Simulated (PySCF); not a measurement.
PbF: energy against distance

Set-up: Pb aug-cc-pVDZ-PP with ECP60, F aug-cc-pVDZ; scalar-relativistic core potentials (PySCF 2.14). Energies in eV from Pb + F in their ground configurations at the same level. State: ²Π (doublet), unpaired electrons π ↑.

All columns are B97-3. A positive dipole means Pb(−)F(+).

| R (Å) | E (eV) | μ (D) | Mulliken charge on Pb (basis-dependent) | HOMO (eV) | LUMO (eV) | Mayer bond order | ⟨S²⟩ |
| --- | --- | --- | --- | --- | --- | --- | --- |
| 1.791 | -3.328 | -1.75 | 0.60 | -4.20 | -2.35 | 0.26 | 0.75 |
| 1.875 | -4.013 | -2.36 | 0.60 | -4.34 | -2.47 | 0.34 | 0.75 |
| 1.958 | -4.389 | -2.95 | 0.61 | -4.47 | -2.60 | 0.40 | 0.75 |
| 2.021 | -4.526 | -3.39 | 0.62 | -4.58 | -2.70 | 0.43 | 0.75 |
| 2.083 | -4.575 | -3.81 | 0.62 | -4.68 | -2.80 | 0.46 | 0.75 |
| 2.146 | -4.557 | -4.23 | 0.63 | -4.78 | -2.89 | 0.48 | 0.75 |
| 2.229 | -4.460 | -4.77 | 0.64 | -4.91 | -3.02 | 0.50 | 0.75 |
| 2.333 | -4.262 | -5.42 | 0.66 | -5.07 | -3.17 | 0.51 | 0.75 |
| 2.458 | -3.964 | -6.18 | 0.67 | -5.25 | -3.35 | 0.52 | 0.75 |
| 2.625 | -3.529 | -7.13 | 0.69 | -5.48 | -3.57 | 0.52 | 0.75 |

A fit through these points gives, at Re = 2.095 Å, μ = -3.89 D and dμ/dR = -6.71 D/Å; the reduced mass is 17.41 u.

Q: How strong is the fundamental in the double-harmonic approximation, I = 42.26·(dμ/dR)²/μred km/mol?

A: I = 42.26·(-6.71)²/17.41 = 109 km/mol at B97-3.

Spin–orbit coupling is left out, which matters for elements this heavy, above all for dissociation energies. The state was picked by a PBE0 search and need not be the measured ground state.
